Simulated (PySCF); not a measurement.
# What a mistake does to a calculation on B2CH5O anion

These are calculations, not measurements. They come from PySCF 2.14.0, an open-source quantum chemistry program, on an isolated molecule that a program drew, which may never have been made. The molecule is B2CH5O anion (charge -1, singlet), drawn as the SMILES string `[BH3-]B=CO`.

Each row is a Hartree-Fock (HF) and frozen-core CCSD(T) single point in the aug-cc-pVDZ basis, meant for a local HF minimum. Run 1 is clean. Each other run has one planted mistake out of seven kinds, and not every kind appears here: one electron removed, one electron added, multiplicity raised by two, geometry at a saddle point, minimal basis STO-3G, one bond length entered in bohr, all coordinates scaled. The reference is restricted for singlets and unrestricted otherwise, and also for a bond in bohr. Adding or removing an electron swaps singlet and doublet. Electrons count all cores. HOMO and LUMO are orbital energies over both spins, the gradient is its largest component, and the lowest frequency (negative if imaginary) is given only where the gradient is small. Bond lengths are over the 8 bonds as drawn. T1 is the CCSD diagnostic: over 0.02 (restricted) or 0.045 (unrestricted) a single reference is doubtful.

Geometry of the clean run:
```xyz
9
B2CH5O anion, angstrom
B    -1.4622   -0.3955   -1.8447
B    -1.4755   -0.3094   -0.1527
C    -1.4181   -0.1088    1.2532
O    -0.9245    1.0084    1.9626
H    -0.9273    0.7179   -2.0865
H    -0.7378   -1.2880   -2.2984
H    -2.5856   -0.4140   -2.3591
H    -1.7809   -0.8640    1.9402
H    -0.5569    1.6140    1.3435
```

| run | electrons | basis functions | <S^2> | HOMO (eV) | LUMO (eV) | gradient (hartree/bohr) | lowest frequency (cm^-1) | mean bond (Å) | longest bond (Å) | T1 | HF (hartree) | CCSD(T) (hartree) | mistake |
|---|---|---|---|---|---|---|---|---|---|---|---|---|---|
| 1 | 30 | 137 | 0.000 | -2.98 | 3.78 | 4.1e-05 | 65 | 1.2853 | 1.694 | 0.0152 | -164.94721 | -165.55316 | no fault |
| 2 | 30 | 137 | 0.000 | -2.92 | 3.65 | 5.5e-02 | - | 1.4737 | 3.202 | 0.0193 | -164.84836 | -165.44863 | one bond length entered in bohr |
| 3 | 30 | 137 | 2.022 | -1.07 | 3.66 | 6.0e-02 | - | 1.2853 | 1.694 | 0.0309 | -164.89423 | -165.48294 | multiplicity raised by two |
| 4 | 30 | 137 | 0.000 | -2.82 | 3.78 | 5.1e-02 | - | 1.2365 | 1.630 | 0.0145 | -164.93493 | -165.53374 | all coordinates scaled |
| 5 | 29 | 137 | 0.759 | -10.94 | -0.45 | 1.0e-01 | - | 1.2853 | 1.694 | 0.0254 | -164.89035 | -165.45874 | ? |

**Which mistake was planted in run 5, and what did it cost?**

It counts 29 electrons, one fewer than the clean run, at the same geometry and basis. So the mistake is: one electron removed. Subtracting run 1 and multiplying by 627.51 kcal/mol a hartree, the energy moved by 35.7 kcal/mol in HF and 59.2 kcal/mol in CCSD(T).

